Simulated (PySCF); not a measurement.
A side-by-side comparison of computed properties.

First species: C6H14OP2.
Cartesian coordinates in Å at the GFN2-xTB level; atoms count from 1:
```
atom  x, y, z in Å
C1     2.1980    1.4936    0.5009
C2     1.6405    0.3126    0.2870
C3     2.1107   -0.9893    0.8413
P4     0.1205    0.2748   -0.7202
C5     0.4913   -0.9032   -2.0835
O6    -0.3251    1.5926   -1.2073
P7    -1.3682   -0.7669    0.5596
C8    -2.7901   -0.3400   -0.5382
C9    -1.4955    0.6590    1.7288
H10    3.0845    1.6200    1.1030
H11    1.7706    2.3792    0.0596
H12    2.5661   -1.5934    0.0570
H13    2.8451   -0.8339    1.6290
H14    1.2631   -1.5468    1.2430
H15    0.6673   -1.9058   -1.7060
H16   -0.3630   -0.9056   -2.7580
H17    1.3645   -0.5394   -2.6225
H18   -2.8291   -1.0401   -1.3718
H19   -3.7158   -0.4270    0.0296
H20   -2.6799    0.6765   -0.9172
H21   -2.3955    0.5481    2.3328
H22   -0.6297    0.6656    2.3902
H23   -1.5351    1.5963    1.1729
```

Second species: C6H11FO2Si.
Atom-mapped SMILES: `[CH3:1][CH2:2][CH2:3][C:4]1=[C:5]([O:6][SiH2:7][OH:8])[C@H:9]1[F:10]` (hydrogens: H11, H12, H13 on C1; H14, H15 on C2; H16, H17 on C3; H18, H19 on Si7; H20 on O8; H21 on C9)

Levels: PBE0/pcSseg-1 for HOMO energy, LUMO energy and HOMO–LUMO gap. Geometries: GFN2-xTB. Each structure is a single optimised conformer of the isolated species, non-relativistic unless stated. Electronic properties by PySCF.

The conformers computed, where there is a choice (atom-mapped SMILES and torsion angles):
- `[CH2:1]=[C:2]([CH3:3])[P@:4]([CH3:5])(=[O:6])[P:7]([CH3:8])[CH3:9]`: C1–C2–P4–C5 125°, C2–P4–P7–C8 169°

The conformers of `CCCC1=C(O[SiH2]O)[C@H]1F` aren't listed.

| property | column X | column Y |
| --- | --- | --- |
| HOMO energy | -6.69 eV | -7.17 eV |
| LUMO energy | -0.47 eV | 0.60 eV |
| HOMO–LUMO gap | 6.22 eV | 7.77 eV |

(1) Which column belongs to which species?

(2) How does each property change from the first species to the second?

Answers

(1) Column X is the first species and column Y the second. The first has 23 atoms and 88 electrons, the second 21 and 86.

(2) HOMO energy -0.48 eV; LUMO energy +1.07 eV; HOMO–LUMO gap +1.55 eV.

